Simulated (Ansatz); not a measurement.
System: C3H9Si, net charge -1, singlet state. It need not be the lowest isomer of its formula. Whether it binds its extra electron was not tested at this geometry. 
Geometry from a B3LYP-D3(BJ)/def2-TZVP (Ansatz, a program for electronic structure) optimisation:
```
Si
C 1 1.7676
H 2 1.0894 1 120.00
H 2 1.0909 3 113.10 1 -150.75
H 1 1.5145 2 112.04 3 40.52
C 1 1.9177 5 106.35 2 -123.55
H 6 1.0923 1 110.65 5 61.20
H 6 1.0955 7 108.76 1 124.34
H 6 1.0959 7 107.40 8 116.23
C 1 1.9402 5 100.45 2 131.89
H 10 1.0945 1 109.96 5 -67.90
H 10 1.0964 11 107.21 1 119.99
H 10 1.0991 11 108.11 12 116.30
```
Charge -1, spin multiplicity 1.

Basis-set convergence of Hartree-Fock and CCSD correlation energies (hartree) with Ansatz. Cores are frozen in the correlated levels unless marked. Spin-orbit coupling is left out. No relativistic terms.

```
basis            functions       E(HF)  E(corr, CCSD)
---------------  ---------  ----------  -------------
aug-cc-pV(D+d)Z        182  -407.75063       -0.64909
aug-cc-pV(T+d)Z        400  -407.79660       -0.74932
aug-cc-pV(Q+d)Z        743  -407.80674       -0.77720
```

Extrapolating the two largest sets (X = 3 and 4) as X^-3: E(corr) = (64·(-0.77720) - 27·(-0.74932))/37 = -0.7975 Eh, an estimate of the basis-set limit. The largest set recovers 97.4 % of it, the smallest 81.4 %.
